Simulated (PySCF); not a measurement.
C2H6BF2N, SMILES C(F)B(N)CF.

Geometry: PBE-D3(BJ)/def2-SVP. This is a generated structure with no PubChem entry under its InChIKey; it may be hypothetical. Other conformers were not sampled.

Calculation: PBE-D3(BJ)/def2-SVP in PySCF 2.14.0.

Frequencies are harmonic and unscaled.

| mode | ν (cm⁻¹) | IR (km/mol) | moving atoms (share of kinetic energy) |
|---|---|---|---|
| 1 | 87 | 6.8 | F 54 %, N 19 %, H 13 % |
| 2 | 93 | 0.0 | H 46 %, C 39 %, F 15 % |
| 3 | 158 | 7.2 | F 50 %, N 19 %, B 14 %, H 9 % |
| 4 | 207 | 7.8 | N 44 %, F 30 %, H 25 % |
| 5 | 324 | 9.5 | H 51 %, B 45 % |
| 6 | 349 | 0.0 | F 69 %, C 23 % |
| 7 | 505 | 5.7 | C 43 %, H 26 %, F 18 %, B 12 % |
| 8 | 577 | 148.6 | H 78 %, N 20 % |
| 9 | 594 | 0.0 | H 89 %, C 10 % |
| 10 | 766 | 0.1 | C 48 %, N 28 %, H 20 % |
| 11 | 791 | 0.0 | H 79 %, C 21 % |
| 12 | 829 | 1.5 | H 52 %, C 21 %, N 17 %, B 8 % |
| 13 | 898 | 2.6 | H 37 %, B 34 %, C 27 % |
| 14 | 1003 | 145.2 | C 43 %, F 37 %, H 10 % |
| 15 | 1041 | 52.5 | C 54 %, F 37 %, H 9 % |
| 16 | 1121 | 6.9 | H 51 %, B 36 % |
| 17 | 1194 | 0.0 | H 91 % |
| 18 | 1209 | 0.8 | H 92 % |
| 19 | 1287 | 9.1 | H 73 %, C 25 % |
| 20 | 1339 | 8.1 | H 45 %, C 31 %, B 22 % |
| 21 | 1376 | 13.0 | H 56 %, B 35 % |
| 22 | 1393 | 7.8 | H 91 % |
| 23 | 1405 | 0.0 | H 86 % |
| 24 | 1535 | 162.7 | H 44 %, N 29 %, B 27 % |
| 25 | 2926 | 0.7 | H 95 % |
| 26 | 2931 | 54.3 | H 95 % |
| 27 | 2967 | 0.0 | H 91 %, C 9 % |
| 28 | 2973 | 54.2 | H 91 %, C 9 % |
| 29 | 3498 | 31.4 | H 96 % |
| 30 | 3613 | 51.6 | H 91 %, N 9 % |
